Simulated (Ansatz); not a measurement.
`O[Si](F)([SiH3])[SiH3]`, relaxed with RKS PBE0-D4/def2-TZVP in the Gaussian-basis code of Ansatz from a PBE-D4/def2-SVP geometry. The force threshold is 0.005 eV/Å; the program also tests the step.

The species carries charge 0 and has multiplicity 1.

Start:

```xyz
12

O    -2.077    0.192    0.011
Si   -0.518   -0.366    0.289
F    -0.580   -1.792    1.124
Si    0.592   -0.861   -1.736
Si    0.500    1.251    1.660
H    -2.597   -0.322   -0.634
H     1.964   -1.425   -1.479
H     0.727    0.390   -2.565
H    -0.208   -1.869   -2.523
H    -0.299    1.462    2.917
H     1.886    0.788    2.025
H     0.609    2.552    0.911
```

| step | energy (eV) | largest force (eV/Å) | largest move (Å) |
| --- | --- | --- | --- |
| 1 | -28501.8624 | 0.927 | 0.000 |
| 2 | -28501.9129 | 0.560 | 0.032 |
| 3 | -28501.9258 | 0.250 | 0.057 |
| 4 | -28501.9320 | 0.116 | 0.039 |
| 5 | -28501.9330 | 0.039 | 0.032 |
| 6 | -28501.9332 | 0.023 | 0.005 |
| 7 | -28501.9333 | 0.020 | 0.021 |
| 8 (rejected) | -28501.9028 | 0.998 | 0.069 |
| 9 | -28501.9336 | 0.006 | 0.021 |
| 10 | -28501.9337 | 0.014 | 0.042 |
| 11 | -28501.9337 | 0.013 | 0.015 |
| 12 | -28501.9337 | 0.010 | 0.004 |
| 13 | -28501.9337 | 0.002 | 0.003 |

End:

```xyz
12

O    -2.051    0.138    0.025
Si   -0.517   -0.383    0.296
F    -0.561   -1.768    1.116
Si    0.594   -0.855   -1.725
Si    0.491    1.253    1.639
H    -2.599   -0.347   -0.595
H     1.909   -1.499   -1.468
H     0.816    0.409   -2.477
H    -0.236   -1.765   -2.564
H    -0.291    1.475    2.884
H     1.868    0.816    1.995
H     0.580    2.526    0.875
```

It took 40 s on 4 threads of an INTEL XEON PLATINUM 8581C on a shared host, with 0.66 GiB of host memory at the peak.
